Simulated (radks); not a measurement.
All-electron atom: the xenon ion Xe37+ in [Ne] 3s2 3p5.

Method: Dirac Kohn-Sham, exchange-only PBE, spin-unpolarised, spherical densities, finite nucleus; open shells fill j = l - 1/2 first; Fermi nuclear charge, rms radius 4.7859 fm; computed with a radial shooting solver on a logarithmic mesh with Libxc functionals.

Energy parts (hartree):
| part | energy |
|---|---|
| total | -6331.82332 |
| kinetic | 6791.80753 |
| electron-nucleus | -13952.15121 |
| Hartree | 944.75653 |
| exchange | -116.23617 |

Orbitals (lengths in bohr, moments of r in powers of bohr):
orbital  occ.  eigenvalue (hartree)      <r^4>
1s1/2       2             -1339.283  2.433e-06
2s1/2       2             -271.1480  0.0003874
2p1/2       2             -260.0623  0.0002449
2p3/2       4             -247.8947  0.0002937
3s1/2       2             -102.6069    0.01147
3p1/2       2             -98.50965    0.01008
3p3/2       3             -95.56160    0.01135

The highest occupied level is 3p3/2 at -2600.4 eV. Summed over all electrons, <r^2> = 0.7024 bohr^2, which gives a Langevin (diamagnetic) susceptibility term of -0.556 x 10^-6 cm^3/mol.
